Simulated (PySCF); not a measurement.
Compound: VF4 (doublet state).
Bonds: V1–F2, V1–F3, V1–F4, V1–F5.

A GFN2-xTB structure was refined with PySCF 2.14.0, PBE0-D3(BJ)/def2-SVP geometry optimisation, gas phase. Its GFN2-xTB values:

| coordinate | GFN2-xTB |
| --- | --- |
| V1–F2 | 1.601 Å |
| V1–F3 | 1.551 Å |
| F2–V1–F3 | 102.3° |
| F2–V1–F4 | 135.0° |

Problem. How do these coordinates change at the PBE0-D3(BJ)/def2-SVP level?

Solution. 
```csv
coordinate,PBE0-D3(BJ)/def2-SVP (Å or °),change
V1–F3,1.702,+0.151
V1–F2,1.702,+0.101
F2–V1–F4,116.5,-18.5
F2–V1–F3,105.3,+3.0
```

The energy falls by 1.417 eV over 16 energy and gradient evaluations, the largest force component goes from 0.1600 to 1.2e-04 Eh/bohr, and the atoms move by 0.298 Å rms after alignment. The bond that changes most is V1–F3 (ends: vanadium bonded to 4 F; fluorine bonded to V), which lengthens by 0.151 Å. Bonds longer at the end by more than 0.005 Å: 3 of 4; shorter: 0. Rotational constants go from 4615, 4330, 2873 to 3619, 3579, 3167 MHz.

The run used 87 basis functions and 192 SCF cycles in all. Hardware: one thread, Arm Neoverse V1 (aarch64) (shared host). Cost: 99 s wall, 0.37 GiB resident at most.

Whether it is a minimum is left open (no frequencies). ⟨S²⟩ = 0.754 (exact for a doublet: 0.75).
